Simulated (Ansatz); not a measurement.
Ge3H12Si2, SMILES `[GeH3][SiH2][GeH2][SiH2][GeH3]`, relaxed with RKS PBE0-D4/def2-TZVP in the Gaussian-basis code of Ansatz from a GFN2-xTB geometry. The force threshold is 0.005 eV/Å; the program also tests the step.

Total charge 0; spin multiplicity 1.

Start:

```xyz
17

Ge   -1.637   -2.128    0.414
Si    0.081   -1.239    1.725
Ge    1.751   -0.326    0.342
Si    1.166    1.038   -1.483
Ge   -0.532    2.510   -0.842
H    -1.258   -3.304   -0.440
H    -2.840   -2.624    1.161
H    -2.225   -1.172   -0.585
H    -0.480   -0.183    2.575
H     0.606   -2.277    2.619
H     2.745    0.409    1.221
H     2.656   -1.434   -0.160
H     0.671    0.204   -2.584
H     2.308    1.800   -1.999
H    -1.176    3.297   -1.946
H    -1.702    1.856   -0.160
H    -0.133    3.572    0.143
```

```tsv
step	energy (eV)	largest force (eV/Å)	largest move (Å)
1	-185478.2231	0.763	0.000
2	-185478.4964	0.252	0.157
3	-185478.5472	0.084	0.110
4	-185478.5515	0.042	0.024
5	-185478.5613	0.042	0.139
6	-185478.5638	0.086	0.138
7	-185478.5651	0.057	0.014
8	-185478.5673	0.015	0.041
9	-185478.5676	0.005	0.017
10	-185478.5677	0.014	0.042
11	-185478.5678	0.016	0.009
12	-185478.5679	0.002	0.010
13	-185478.5680	0.004	0.006
14	-185478.5680	0.005	0.010
15	-185478.5680	0.003	0.005
```

End:

```xyz
17

Ge   -1.585   -2.139    0.248
Si    0.022   -1.112    1.670
Ge    1.861   -0.338    0.372
Si    1.018    0.923   -1.463
Ge   -0.552    2.527   -0.676
H    -0.954   -3.329   -0.495
H    -2.799   -2.648    1.043
H    -2.078   -1.128   -0.801
H    -0.606    0.053    2.352
H     0.471   -2.077    2.711
H     2.786    0.545    1.232
H     2.684   -1.536   -0.136
H     0.336   -0.004   -2.407
H     2.121    1.606   -2.193
H    -1.128    3.367   -1.828
H    -1.715    1.815    0.036
H     0.117    3.476    0.333
```

Run time 17 s (3 threads of an AMD EPYC 7R13 on a shared host and a share of an NVIDIA H100 80 GB); peak host memory 1.1 GiB.
